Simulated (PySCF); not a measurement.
Ge(H)3(NH2) (GeH₅N), SMILES [NH2][GeH3].

Geometry: PBE0-D3(BJ)/def2-TZVP.

Calculation: PBE0-D3(BJ)/def2-TZVP (PySCF).

Frequencies are harmonic and unscaled.

Question: List the normal modes with their intensities. (An estimate is asked for; the answer gives what the named calculation found.)

Answer: 
```tsv
mode	ν (cm⁻¹)	IR (km/mol)	moving atoms (share of kinetic energy)
1	173	25.6	H 98 %
2	541	89.7	H 87 %, N 11 %
3	576	39.9	H 95 %
4	642	120.9	H 51 %, N 40 %, Ge 9 %
5	710	64.2	H 45 %, N 41 %, Ge 14 %
6	857	76.5	H 98 %
7	883	83.5	H 97 %
8	890	53.6	H 98 %
9	947	13.7	H 88 %, N 11 %
10	1585	23.9	H 92 %, N 8 %
11	2102	166.6	H 99 %
12	2165	73.4	H 99 %
13	2169	134.3	H 98 %
14	3555	9.4	H 96 %
15	3647	14.1	H 92 %, N 8 %
```
